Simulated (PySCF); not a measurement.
# Löwdin shares of the frontier orbitals

Species: CrO2F2 (singlet state).
Geometry (PBE0-D3(BJ)/def2-SVP, Å), atoms numbered from 1 in this order:
```xyz
5
CrF2O2 angstrom
Cr     0.020    0.000    0.016
O      0.061   -0.010    1.541
O      1.455    0.005   -0.498
F     -0.769    1.388   -0.520
F     -0.766   -1.383   -0.538
```

Computed with TDDFT wB97X-D/def2-SVPD, vertical, gas phase, core orbitals frozen in the response in PySCF.

Kohn–Sham orbitals with the atoms that hold most of them (Löwdin shares over 4%, at most four atoms; ? is withheld):

```csv
orbital,ε (eV),atoms
HOMO-3,-14.22,"O2 35%, O3 35%, Cr1 10%, F5 10%"
HOMO-2,-13.90,"F5 26%, F4 26%, O3 21%, O2 19%"
HOMO-1,-13.78,?
HOMO,-12.69,"O2 47%, O3 46%"
LUMO,?,?
LUMO+1,-2.98,"Cr1 60%, O3 18%, O2 17%"
LUMO+2,-2.10,"Cr1 63%, O2 10%, O3 10%, F4 9%"
```

**Question.** Give the leading atoms of the HOMO-1.

**Answer.** O2 (bonded to Cr) 32%; O3 (bonded to Cr) 29%; F5 (bonded to Cr) 16%; F4 (bonded to Cr) 16%. By element: oxygen 60%, fluorine 32%.

**Question.** Give the leading atoms of the LUMO.

**Answer.** Cr1 (bonded to 2 F and 2 O) 65%; O2 (bonded to Cr) 10%; O3 (bonded to Cr) 10%; F4 (bonded to Cr) 7%. By element: chromium 65%, oxygen 20%, fluorine 7% or more.

**Question.** What is the LUMO energy, and the HOMO–LUMO gap?

**Answer.** ε(LUMO) = -3.38 eV; the gap is 9.31 eV (0.3422 hartree).

**Question.** The HOMO–LUMO gap is 9.31 eV. Where does the response calculation put the lowest singlet, and from which orbitals?

**Answer.** S1 is at 3.54 eV (f = 0.0004), 5.77 eV below the gap, made of HOMO→LUMO+1 (97%). Its leading pair isn't HOMO and LUMO; the energies of that pair differ by 9.71 eV. 

**Question.** Give energy, strength and leading configuration of S1, S2, S3 and S4, and follow the Löwdin shares of the leading atoms from the occupied to the empty orbital.

**Answer.** 
- S1 (3.54 eV, f 0.0004), HOMO→LUMO+1 (97%): O2 47% → 17%, O3 46% → 18%, Cr1 at most 4% → 60%; the Löwdin share of chromium is at most 4% in HOMO and 60% in LUMO+1 (ligand-to-metal charge transfer by this measure)
- S2 (3.59 eV, f 0.0035), HOMO→LUMO (94%): O2 47% → 10%, O3 46% → 10%, Cr1 at most 4% → 65%; the Löwdin share of chromium is at most 4% in HOMO and 65% in LUMO (ligand-to-metal charge transfer by this measure)
- S3 (4.41 eV, f 0.0000), HOMO-2→LUMO (78%): F5 26% → at most 8%, F4 26% → 7%, Cr1 at most 9% → 65%, O2 19% → 10%; the Löwdin share of chromium is at most 9% in HOMO-2 and 65% in LUMO (ligand-to-metal charge transfer by this measure)
- S4 (4.46 eV, f 0.0049), HOMO-1→LUMO (92%): O2 32% → 10%, O3 29% → 10%, Cr1 at most 8% → 65%; the Löwdin share of chromium is at most 8% in HOMO-1 and 65% in LUMO (ligand-to-metal charge transfer by this measure)
